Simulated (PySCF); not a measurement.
Structure elucidation problem

An unknown has the formula C₆H₈F₂Si. Its calculated NMR data are:

¹H NMR (400 MHz, computed): δ 7.47 (m, 1H), 4.08 (d, 3H), 3.02 (m, 1H), 2.05 (s, 3H).

¹³C{¹H} NMR (computed): δ 163.9 (C), 149.7 (CH), 88.1 (C), 77.9 (C), 19.0 (CH), 4.9 (CH3).

Theory: geometry: GFN2-xTB, shielding tensors at PBE0/pcSseg-1 (GIAO), in PySCF 2.14 (no solvent model, relativity neglected, single conformer, equivalent nuclei averaged).

References, each an isolated molecule treated in the same way: ¹H, ¹³C against TMS.

Task: What is the structure?

Result: 
- The formula gives 3 degrees of unsaturation (no ring in the answer).
- 6 carbon signals for 6 carbons: no two carbons are equivalent.
- Carbon types of the structure: 3 × C, 2 × CH, 1 × CH3, leaving 3 H on heteroatoms.
- δC 163.9: fully substituted alkene carbon; the olefinic region.
- δC 149.7: alkene CH; the olefinic region.
- δC 88.1, 77.9: alkyne carbon; sp carbons lie upfield of alkene carbons because the cylindrical π system leaves one tensor component strongly shielded.
- δC 4.9: propargylic methyl carbon; saturated and bonded to C and H only.
- δH 7.47: hydrogen on an alkene CH; attached to an sp2 carbon and in the plane of the double bond.
- δH 3.02: hydrogen on an allylic sp3 CH bonded to Si; allylic position.
- δH 2.05: hydrogen on a propargylic methyl carbon.

These data were computed for SMILES CC#C[C@@H]([SiH3])/C(F)=C\F.

The data come from this structure; uniqueness wasn't tested.

Splittings by ¹⁹F in the carbon and heteronuclear signals aren't shown, as no couplings were computed. Shifts are as computed. Against solution values, carbons near 30 ppm lie about +3 ppm off and those near 130 ppm about +5 ppm. Of 1211 compounds with measured shifts, 218 miss one by over three times the rms of a fit or turn the order of signals round; such compounds aren't used in these exercises. No couplings were computed; multiplicities are counted from neighbouring protons, with m where these are inequivalent, close in shift, in a saturated or five-membered ring or joined by F or P, and br s for small geminal =CH2 splittings.
